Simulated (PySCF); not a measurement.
Sb$_{2}$, charge +1, doublet, geometry from GFN2-xTB (a state made from the parent by changing its charge; the spin is typed, not shown lowest) (all electrons, no relativity); BHANDHLYP/STO-3G (PySCF).

The PySCF input:
```python
from pyscf import gto, scf, dft

mol = gto.Mole()
mol.atom = '''
    Sb   -0.00000000   -0.00000000   -1.34486088
    Sb    0.00000000    0.00000000    1.34486088
'''
mol.basis = 'sto-3g'
mol.charge = 1
mol.spin = 1
mol.verbose = 4
mol.build()

mf = dft.UKS(mol)
mf.xc = 'bhandhlyp'
mf.grids.atom_grid = (99, 590)
mf.grids.prune = None
mf.kernel()
```

Q: Write the output that PySCF gives for this input, abridged.

A: 
```
PySCF version 2.14.0

[INPUT] verbose = 4
[INPUT] num. atoms = 2
[INPUT] num. electrons = 101
[INPUT] charge = 1
[INPUT] spin (= nelec alpha-beta = 2S) = 1
[INPUT] symmetry False subgroup None
[INPUT] Mole.unit = angstrom
[INPUT] Symbol           X                Y                Z      unit          X                Y                Z       unit  Magmom
[INPUT]  1 Sb     0.000000000000   0.000000000000  -1.344860880000 AA    0.000000000000   0.000000000000  -2.541418738842 Bohr   0.0
[INPUT]  2 Sb     0.000000000000   0.000000000000   1.344860880000 AA    0.000000000000   0.000000000000   2.541418738842 Bohr   0.0

nuclear repulsion = 511.72204726593
number of shells = 22
number of NR pGTOs = 162
number of NR cGTOs = 54
basis = sto-3g
ecp = {}

******** <class 'pyscf.dft.uks.UKS'> ********
method = UKS
initial guess = minao
damping factor = 0
level_shift factor = 0
DIIS = <class 'pyscf.scf.diis.CDIIS'>
diis_start_cycle = 1
diis_space = 8
diis_damp = 0
SCF conv_tol = 1e-09
SCF conv_tol_grad = None
SCF max_cycles = 50
direct_scf = True
direct_scf_tol = 1e-13
number electrons alpha = 51  beta = 50
XC library pyscf.dft.libxc version 7.1.2
    S. Lehtola, C. Steigemann, M. J. T. Oliveira, and M. A. L. Marques,  SoftwareX 7, 1–5 (2018)
XC functionals = bhandhlyp
    A. D. Becke,  J. Chem. Phys. 98, 1372 (1993)
    Defined through Gaussian implementation.
radial grids:
    Treutler-Ahlrichs [JCP 102, 346 (1995); DOI:10.1063/1.469408] (M4) radial grids

becke partition: Becke, JCP 88, 2547 (1988); DOI:10.1063/1.454033
pruning grids: None
grids dens level: 3
symmetrized grids: False
atomic radii adjust function: <function treutler_atomic_radii_adjust>
User specified grid scheme (99, 590)
small_rho_cutoff = 0
Set gradient conv threshold to 3.16228e-05
tot grids = 116824
init E= -12470.542384578

cycle= 1 E= -12506.9980127889  delta_E= -36.5  |g|= 0.156  |ddm|= 1.84
cycle= 2 E= -12507.0053770035  delta_E= -0.00736  |g|= 0.00495  |ddm|= 0.153
cycle= 3 E= -12507.0053937228  delta_E= -1.67e-05  |g|= 0.000514  |ddm|= 0.00975
cycle= 4 E= -12507.0053942689  delta_E= -5.46e-07  |g|= 0.000101  |ddm|= 0.00248
cycle= 5 E= -12507.0053942979  delta_E= -2.9e-08  |g|= 1.12e-05  |ddm|= 0.000694
cycle= 6 E= -12507.0053942982  delta_E= -3.4e-10  |g|= 4.42e-07  |ddm|= 7.95e-05
Extra cycle  E= -12507.0053942982  delta_E= -1.82e-12  |g|= 1.44e-07  |ddm|= 1.71e-06
converged SCF energy = -12507.0053942982  <S^2> = 0.75029288  2S+1 = 2.0002929
```
